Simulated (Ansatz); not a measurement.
`BrB1C[SiH2]1` + `CC(=O)[SiH3]` → `[SiH3]B1C[SiH2]1` + `CC(=O)Br` at 700 K and 1 bar (formal exchange of groups at a B–Br bond).

Program: Ansatz. Geometries: PBE0-D4/def2-TZVP. ΔE: electronic, gas phase. CBS: MP2 limit from def2 TZ/QZ plus the TZ coupled-cluster correction, frozen cores. For Br outer-core shells are correlated without core-valence functions, which leaves a few kJ/mol of doubt a bond. Scalar relativity is left out up to krypton.

```json
{"species": "`BrB1C[SiH2]1`", "CCSD(T)/CBS energy (Eh)": "-2927.62200", "H − E (kJ/mol)": "185.3", "S (J/(mol·K))": "419.4"}
{"species": "`CC(=O)[SiH3]`", "CCSD(T)/CBS energy (Eh)": "-443.93955", "H − E (kJ/mol)": "255.2", "S (J/(mol·K))": "438.4"}
{"species": "`[SiH3]B1C[SiH2]1`", "CCSD(T)/CBS energy (Eh)": "-645.13652", "H − E (kJ/mol)": "267.3", "S (J/(mol·K))": "466.9"}
{"species": "`CC(=O)Br`", "CCSD(T)/CBS energy (Eh)": "-2726.40242", "H − E (kJ/mol)": "174.5", "S (J/(mol·K))": "380.7"}
```

H − E and S are ideal-gas, rigid-rotor, harmonic terms from PBE0-D4/def2-TZVP, for one conformer and one mirror image of each species. 1 Eh = 2625.50 kJ/mol, R = 8.31446 J/(mol·K).

Q: By hand: ΔE, ΔH, ΔS and ΔG.

A: ΔE = (-645.13652) + (-2726.40242) − (-2927.62200) − (-443.93955) = 0.02261 Eh = 59.4 kJ/mol. Δ(H − E) = 267.3 + 174.5 − 185.3 − 255.2 = 1.3, so ΔH = 60.7 kJ/mol. ΔS = 466.9 + 380.7 − 419.4 − 438.4 = -10.2 J/(mol·K). ΔG = 60.7 − 700 × (-10.2)/1000 = 67.8 kJ/mol.

Q: By hand: the equilibrium constant, and the temperature at which ΔG would vanish if ΔH and ΔS stayed fixed.

A: log₁₀ K = −ΔG/(RT ln 10) = -5.1. ΔH and −TΔS have one sign here, so there is no such temperature.

The number of gas molecules stays the same, so ΔS is small and ΔH decides. A doubt of 5 kJ/mol in ΔE shifts log₁₀ K by 0.4 here. Other conformers and mirror images would add mixing entropy, several J/(mol·K) or more a flexible species. Modes under 60 cm⁻¹, often nearly free rotors, make the harmonic entropy too high. These are equilibria of isolated gas molecules and say nothing of rates. Largest T1 diagnostic: 0.015 (customary marks: 0.02 for closed shells, 0.045 for open ones).

ΔS is within the doubt of such terms, so its sign, and with it that verdict, could turn.
